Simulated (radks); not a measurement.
Task: The tellurium ion Te13+ is in [Kr] 4d3. Method: scalar-relativistic Kohn-Sham, PBEsol, spin-polarised, spherical densities, finite nucleus; Fermi nuclear charge, rms radius of each element as measured or else 0.836 A^(1/3) + 0.57 fm; computed with a radial shooting solver on a logarithmic mesh with Libxc functionals. Open shells are filled with parallel spins first. One electron is removed from 4d, 3d, 4s, 4p in turn, with full relaxation. Which removal costs least, and what does each cost?

Result: 4d 300.20 eV; 4p 376.05 eV; 4s 430.05 eV; 3d 869.35 eV. The 4d electron leaves first.
